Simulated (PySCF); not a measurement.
This PySCF input asks for the NMR shieldings of SMILES C=CC[C@@H]1CCC[C@H]1[SiH2]/C=C\[SiH3], C$_{10}$H$_{20}$Si$_{2}$; the geometry comes from PBE0-D3(BJ)/def2-SVP.

```python
import basis_set_exchange as bse
import numpy as np
from pyscf import gto, dft
from pyscf.prop import nmr

atoms = """
C    -3.883866    2.003784    0.958359
C    -3.123804    1.544301   -0.036612
C    -1.650642    1.301236    0.037152
C    -1.267963   -0.156047   -0.219564
C    -1.833793   -1.147031    0.824960
C    -0.727272   -2.187041    1.086977
C     0.333728   -1.931847    0.012550
C     0.248677   -0.421115   -0.223121
Si    1.161159    0.155372   -1.773484
C     2.974502   -0.363590   -1.724695
C     3.885985   -0.032463   -0.790453
Si    3.613397    1.079865    0.695337
H    -3.452193    2.253771    1.933311
H    -4.960074    2.153293    0.837099
H    -3.598835    1.306874   -0.998129
H    -1.268733    1.608605    1.026390
H    -1.142702    1.940691   -0.707420
H    -1.661571   -0.442206   -1.213677
H    -2.764744   -1.609058    0.464284
H    -2.101841   -0.610608    1.749200
H    -1.098927   -3.222704    1.075617
H    -0.282098   -2.022672    2.081094
H     0.069271   -2.467702   -0.916889
H     1.340343   -2.269042    0.303210
H     0.691164    0.094607    0.651065
H     1.050281    1.637675   -1.955985
H     0.532066   -0.503654   -2.962852
H     3.306978   -1.029859   -2.534684
H     4.899260   -0.449360   -0.894249
H     4.830810    1.914991    0.927867
H     3.367189    0.268788    1.929569
H     2.437561    1.975956    0.476720
"""
names = dict.fromkeys(["C", "Si", "H"], "pcSseg-1")
basis = {el: gto.basis.parse(bse.get_basis(n, elements=[el], fmt="nwchem")) for el, n in names.items()}
mol = gto.M(atom=atoms, basis=basis, charge=0, verbose=0)
mf = dft.RKS(mol, xc="PBE0")
mf.grids.level = 2
mf.grids.alignment = dft.numint.BLKSIZE   # the property module wants whole blocks of grid points
mf.conv_tol = 1e-9
mf.kernel()

calc = nmr.RKS(mf)   # GIAO
C = mf.mo_coeff
Co = C[:, mf.mo_occ > 0]
resp = mf.gen_response(singlet=True, hermi=2)
def vind(x):   # induced exchange potential for any number of trial vectors
    d = np.einsum("pi,xij,qj->xpq", C, 2 * x.reshape(-1, C.shape[1], Co.shape[1]), Co, optimize=True)
    return np.einsum("xpq,pi,qj->xij", resp(d - d.transpose(0, 2, 1)), C, Co, optimize=True).ravel()
mo1, _ = nmr.rhf.solve_mo1(calc, with_cphf=vind)
sigma = calc.kernel(mo1)
for i, s in enumerate(sigma):   # ppm
    w = np.linalg.eigvalsh((s + s.T) / 2)
    print("%2d %-2s iso %8.1f  s11 %8.1f  s22 %8.1f  s33 %8.1f" % (i, mol.atom_pure_symbol(i), w.mean(), *w))
```

Problem. What are the results?

Solution. 
```
 0 C  iso     61.6  s11    -51.7  s22     84.0  s33    152.6
 1 C  iso     35.5  s11    -88.5  s22     42.8  s33    152.3
 2 C  iso    139.9  s11    123.2  s22    141.8  s33    154.7
 3 C  iso    139.4  s11    114.7  s22    141.1  s33    162.5
 4 C  iso    151.2  s11    123.8  s22    156.8  s33    172.9
 5 C  iso    156.7  s11    131.3  s22    164.9  s33    174.1
 6 C  iso    150.6  s11    124.9  s22    158.0  s33    169.0
 7 C  iso    151.1  s11    128.8  s22    154.7  s33    169.9
 8 Si iso    395.6  s11    348.3  s22    397.9  s33    440.7
 9 C  iso     24.8  s11    -98.2  s22      1.3  s33    171.3
10 C  iso     32.1  s11    -89.6  s22     12.8  s33    172.9
11 Si iso    430.5  s11    405.6  s22    424.1  s33    462.0
12 H  iso     25.9  s11     22.0  s22     25.2  s33     30.5
13 H  iso     26.0  s11     22.9  s22     24.8  s33     30.4
14 H  iso     25.3  s11     22.3  s22     24.5  s33     29.1
15 H  iso     29.8  s11     25.8  s22     30.0  s33     33.5
16 H  iso     28.6  s11     23.0  s22     30.0  s33     32.7
17 H  iso     29.9  s11     26.4  s22     28.8  s33     34.3
18 H  iso     29.6  s11     24.2  s22     28.4  s33     36.3
19 H  iso     30.1  s11     24.5  s22     30.0  s33     35.8
20 H  iso     29.6  s11     24.3  s22     27.0  s33     37.5
21 H  iso     29.8  s11     25.0  s22     27.7  s33     36.8
22 H  iso     30.2  s11     24.9  s22     29.3  s33     36.2
23 H  iso     29.5  s11     23.8  s22     28.9  s33     35.8
24 H  iso     30.6  s11     26.8  s22     28.5  s33     36.5
25 H  iso     26.6  s11     23.5  s22     25.8  s33     30.4
26 H  iso     27.3  s11     23.7  s22     25.8  s33     32.4
27 H  iso     23.9  s11     21.5  s22     23.6  s33     26.5
28 H  iso     24.2  s11     22.4  s22     23.7  s33     26.4
29 H  iso     27.1  s11     23.9  s22     24.8  s33     32.7
30 H  iso     27.1  s11     23.8  s22     26.7  s33     30.9
31 H  iso     26.9  s11     23.2  s22     27.8  s33     29.7
```

These numbers come from an equivalent density-fitted implementation of the same equations, which agrees with the script to about 0.01 ppm for H and up to a few tenths of a ppm for heavy atoms, so last digits may differ.

Problem. Turn these shieldings into chemical shifts. Referencing at the same level of theory: TMS for 13C (σ = 184.41 ppm) and 29Si (σ = 351.99 ppm) and 1H (σ = 31.27 ppm).

Solution. Averaging equivalent atoms: C 9: 159.6; C 10: 152.3; C 1: 148.9; C 0: 122.8; C 3: 45.0; C 2: 44.5; C 6: 33.8; C 7: 33.3; C 4: 33.2; C 5: 27.7; Si 8: -43.6; Si 11: -78.6; H 27: 7.41; H 28: 7.10; H 14: 5.96; H 12: 5.35; H 13: 5.25; H 25: 4.71; H 29/30/31: 4.19; H 26: 3.95; H 16: 2.69; H 23: 1.74; H 18: 1.66; H 20: 1.64; H 15: 1.50; H 21: 1.44; H 17: 1.41; H 19: 1.15; H 22: 1.12; H 24: 0.68 ppm. 

Size and cost of the density-fitted run: 318 basis functions; peak memory 2.4 GiB.
